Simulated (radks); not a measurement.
The holmium ion Ho2+ inside a hard spherical wall (all orbitals vanish at R), configuration held at [Xe] 4f11 and not refilled when levels cross. All-electron calculation, scalar-relativistic Kohn-Sham, r2SCAN, spin-unpolarised, spherical densities, finite nucleus; meta-GGA in the generalised Kohn-Sham scheme; Fermi nuclear charge, rms radius 5.2022 fm. Program: a radial shooting solver on a logarithmic mesh with Libxc functionals. Eigenvalues in eV, with the zero of energy where the potential of the charges vanishes at infinity; a dash marks a level that is unbound or too diffuse for the functional's potential to be trusted. A positive occupied level is held by the wall or, in an anion where self-interaction has pushed it up, behind a barrier. The pressure on the wall is -dE/dV.

| R (bohr) | E (hartree) | kinetic (hartree) | e(4d) | e(5s) | e(5p) | e(4f) | e(6s, empty) | e(5d, empty) | pressure (GPa) |
|---|---|---|---|---|---|---|---|---|---|
| free | -12615.7901 | 13642.130 | -176.01 | -66.013 | -40.895 | -16.938 | -13.616 | -12.918 | 0 |
| 20 | -12615.7901 | 13642.130 | -176.01 | -66.013 | -40.895 | -16.938 | -13.616 | -12.918 | < 0.0001 |
| 12 | -12615.7901 | 13642.130 | -176.01 | -66.013 | -40.895 | -16.938 | -13.616 | -12.918 | < 0.0001 |
| 6 | -12615.7897 | 13642.134 | -175.97 | -65.988 | -40.874 | -16.906 | -12.981 | -12.763 | 0.0524 |
| 5 | -12615.7868 | 13642.161 | -175.82 | -65.884 | -40.778 | -16.767 | -11.364 | -12.311 | 0.694 |
| 4 | -12615.7549 | 13642.437 | -174.97 | -65.274 | -40.177 | -15.959 | -5.559 | -10.489 | 12.8 |
| 3 | -12615.3284 | 13645.347 | -169.68 | -61.400 | -35.799 | -10.940 | 18.526 | -1.939 | 317 |
| 2.5 | -12614.0188 | 13652.560 | -160.40 | -53.956 | -26.742 | -2.034 | 56.138 | 12.448 | 1810 |
| 2 | -12608.6094 | 13676.899 | -137.87 | -31.625 | 0.748 | 20.262 | 151.20 | 51.137 | 12100 |
